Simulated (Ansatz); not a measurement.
Nb₄. The state is a triplet with charge 0. Geometry PBE-D4/def2-SVP, that of the charge +1 doublet; atoms count from 1.

| atom | x (Å) | y (Å) | z (Å) |
| --- | --- | --- | --- |
| Nb1 | -0.111 | 0.127 | -1.538 |
| Nb2 | 0.581 | 1.341 | 0.525 |
| Nb3 | -1.349 | -0.222 | 0.724 |
| Nb4 | 0.880 | -1.246 | 0.289 |

In the def2 sets Nb takes a core potential; there is no spin–orbit coupling. The charge 0 triplet is spin-contaminated (final ⟨S²⟩ up to 2.23, 2.00 for a pure state). At PBE0-D4/def2-TZVP a singlet of charge 0 lies 0.40 eV below the triplet at the same geometry. The structure comes from a short search, and lower isomers may exist.

Question: Estimate the Mulliken populations from the PBE0/def2-TZVP orbitals of Ansatz.

Answer: 
| atom | charge (e) | spin (α − β) | d electrons |
| --- | --- | --- | --- |
| Nb1 | 0.02 | -0.74 | 3.94 |
| Nb2 | -0.01 | 1.15 | 3.90 |
| Nb3 | 0.01 | 0.40 | 3.89 |
| Nb4 | -0.02 | 1.19 | 3.90 |
Mulliken values depend strongly on the basis.

Question: Where does the spin sit?

Answer: Summed by element: Nb 2.00, of 2 unpaired in all. Largest on single atoms: Nb4 1.19, Nb2 1.15, Nb1 -0.74.

Question: And the Mayer bond orders between heavy atoms (over 0.3)?

Answer: Nb1–Nb2 1.87 (2.49 Å); Nb1–Nb3 1.65 (2.60 Å); Nb1–Nb4 1.87 (2.49 Å); Nb2–Nb3 1.92 (2.49 Å); Nb2–Nb4 1.34 (2.61 Å); Nb3–Nb4 1.92 (2.49 Å).
